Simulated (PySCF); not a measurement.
Bond curve of KSi⁺

Set-up: basis K 6-31G(d,p), Si 6-31G(d,p); no relativity; PySCF 2.14. Energies in eV from K⁺ + Si in their ground configurations at the same level. State: ³Π (triplet), unpaired electrons σ ↑, π ↑.

All columns are PBE0. A positive dipole points towards Si; it is taken about the centre of mass and depends on that origin.

| R (Å) | E (eV) | μ (D) | Mulliken charge on K (basis-dependent) | HOMO (eV) | LUMO (eV) | Mayer bond order | ⟨S²⟩ |
| --- | --- | --- | --- | --- | --- | --- | --- |
| 3.182 | -0.190 | -4.51 | 0.89 | -9.98 | -7.79 | 0.20 | 2.00 |
| 3.330 | -0.247 | -4.78 | 0.88 | -9.84 | -7.65 | 0.22 | 2.00 |
| 3.478 | -0.276 | -5.07 | 0.88 | -9.71 | -7.52 | 0.23 | 2.00 |
| 3.589 | -0.286 | -5.29 | 0.87 | -9.62 | -7.42 | 0.23 | 2.00 |
| 3.700 | -0.288 | -5.52 | 0.88 | -9.53 | -7.33 | 0.23 | 2.00 |
| 3.811 | -0.285 | -5.76 | 0.88 | -9.44 | -7.24 | 0.22 | 2.00 |
| 3.959 | -0.275 | -6.08 | 0.88 | -9.32 | -7.12 | 0.21 | 2.00 |
| 4.144 | -0.256 | -6.51 | 0.89 | -9.18 | -6.97 | 0.20 | 2.00 |
| 4.366 | -0.230 | -7.05 | 0.90 | -9.01 | -6.81 | 0.18 | 2.00 |
| 4.662 | -0.193 | -7.79 | 0.92 | -8.81 | -6.60 | 0.15 | 2.00 |

A fit through these points gives, at Re = 3.682 Å, μ = -5.48 D and dμ/dR = -2.10 D/Å; the reduced mass is 16.28 u.

Q: How strong is the fundamental in the double-harmonic approximation, I = 42.26·(dμ/dR)²/μred km/mol?

A: I = 42.26·(-2.10)²/16.28 = 11.4 km/mol at PBE0.

The bond is weak. Basis-set superposition, not corrected here, can be much of De in a small basis, most of all at correlated wavefunction levels. For an ion De counts to the pair picked by the measured ionisation energies or electron affinities, which need not be the lowest pair at this level. The state is the lowest determinant that a PBE0 search found; another state may lie lower at other levels.
